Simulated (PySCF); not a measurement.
P²⁺: ionisation energy

P²⁺ [Ne] 3s2 3p1 (2P) → P³⁺ [Ne] 3s2 (1S), as a difference of total energies. Calculation: PySCF 2.14, in dyall-av3z (19s12p3d2f, 84 functions); the non-relativistic Hamiltonian (point nucleus). Correlated levels: valence: [Ne] frozen; virtual orbitals above 40 to 60 times the deepest correlated orbital energy dropped. The calculations carry no spin-orbit coupling.

| method | ionisation energy (eV) |
| --- | --- |
| UHF | 29.582 |
| MP2 (valence) | 29.879 |
| SCS-MP2 (valence) | 29.868 |
| CCSD (valence) | 29.998 |
| CCSD(T) (valence) | 30.026 |

Q: How much does correlation contribute at CCSD(T) (valence)?

A: 30.026 − (29.582) = 0.444 eV, measured against UHF.

A first-order spin-orbit estimate (lowest level to lowest level, LS coupling) adds 0.041 eV.

Errors of the correlated levels include the incompleteness of this basis and the frozen core.

For comparison: 30.203 eV (measured; NIST Atomic Spectra Database, ionization energies).
